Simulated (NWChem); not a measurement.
## Atomisation of C₄H₉N

```xyz
14

C      1.9191     0.6101     0.0513
C      0.9782    -0.3391    -0.1080
N     -0.3843    -0.1713    -0.1856
C     -1.2385    -1.2781     0.1526
C     -0.9258     1.1457    -0.0100
H      2.9719     0.3278     0.0243
H      1.6839     1.6666     0.1919
H      1.2887    -1.3845    -0.2194
H     -2.2029    -1.1931    -0.3734
H     -1.4514    -1.3536     1.2391
H     -0.7681    -2.2217    -0.1610
H     -0.8257     1.5218     1.0295
H     -0.4108     1.8584    -0.6734
H     -1.9934     1.1457    -0.2738
```
Charge 0, spin multiplicity 1.

Program: NWChem. Structure: optimised with PBE0/def2-SVP, with no frequency check, so it may be a saddle point. It is one conformer; others weren't searched.

Basis set: def2-SVP. The atomisation energy is electronic alone: no zero-point, thermal, spin-orbit or counterpoise terms. No value is extrapolated to the basis-set limit. Free atoms are single determinants with multiplicities C 3, N 4, H 2. Correlated methods freeze the same cores in atoms and molecule, 5 orbitals in all.

The structure started from a generated list of species. The stability of the SCF solutions was not checked. Open-shell Hartree-Fock references start from PBE0 orbitals.

Q: One of these methods gave an atomisation energy of 1266.2 kcal/mol. Which?
(A) HF
(B) LDA (SVWN5)
(C) MP2
(D) PBE

A: C, MP2. The others give 1519.5 (LDA (SVWN5)), 978.3 (HF), 1354.0 (PBE).
